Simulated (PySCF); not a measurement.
C4H6F2, SMILES C1[C@H](C[C@H]1F)F.

Coordinates come from a PBE0-D3(BJ)/def2-SVP optimisation. The structure was generated by enumeration; whether it is a known compound was not checked.

Method: PBE0-D3(BJ)/def2-SVP (PySCF 2.14.0).

Harmonic, unscaled wavenumbers; measured fundamentals usually lie a few per cent lower.

```tsv
mode	ν (cm⁻¹)	IR (km/mol)	Raman (Å⁴/amu)	depolarisation	moving atoms (share of kinetic energy)
1	111	3.7	0.0	–	F 58 %, C 28 %, H 14 %
2	328	6.4	0.4	0.75	F 45 %, C 36 %, H 19 %
3	429	10.0	0.1	0.75	C 47 %, F 27 %, H 26 %
4	437	0.0	2.1	0.75	C 47 %, F 28 %, H 26 %
5	471	0.0	1.7	0.44	F 47 %, H 34 %, C 19 %
6	583	1.2	3.4	0.40	C 42 %, H 36 %, F 22 %
7	794	0.5	0.3	0.75	H 77 %, C 22 %
8	825	8.5	0.9	0.75	C 42 %, H 41 %, F 16 %
9	936	0.0	11.2	0.75	H 70 %, C 30 %
10	986	5.0	11.2	0.10	C 69 %, H 25 %
11	1047	0.0	0.5	0.75	H 58 %, C 41 %
12	1079	74.9	4.8	0.75	H 45 %, C 34 %, F 21 %
13	1106	17.4	6.7	0.75	C 64 %, H 35 %
14	1141	3.6	6.4	0.03	C 74 %, H 26 %
15	1200	0.0	0.4	0.75	H 61 %, C 39 %
16	1221	56.7	4.6	0.34	C 46 %, H 31 %, F 23 %
17	1232	65.1	0.2	0.75	H 54 %, C 34 %, F 12 %
18	1260	0.0	1.0	0.75	H 79 %, C 21 %
19	1279	33.2	8.7	0.75	H 65 %, C 34 %
20	1324	8.0	2.6	0.75	H 57 %, C 43 %
21	1406	100.9	2.8	0.75	H 65 %, C 34 %
22	1408	8.5	14.8	0.63	H 78 %, C 22 %
23	1430	14.7	6.3	0.75	H 89 %, C 11 %
24	1483	0.2	8.2	0.74	H 74 %, C 25 %
25	3088	7.7	50.3	0.75	H 92 %, C 8 %
26	3093	48.1	179.7	0.17	H 92 %, C 8 %
27	3097	10.3	0.0	–	H 95 %
28	3102	0.8	193.4	0.10	H 94 %
29	3176	16.5	76.0	0.75	H 90 %, C 10 %
30	3179	8.4	60.6	0.55	H 90 %, C 10 %
```
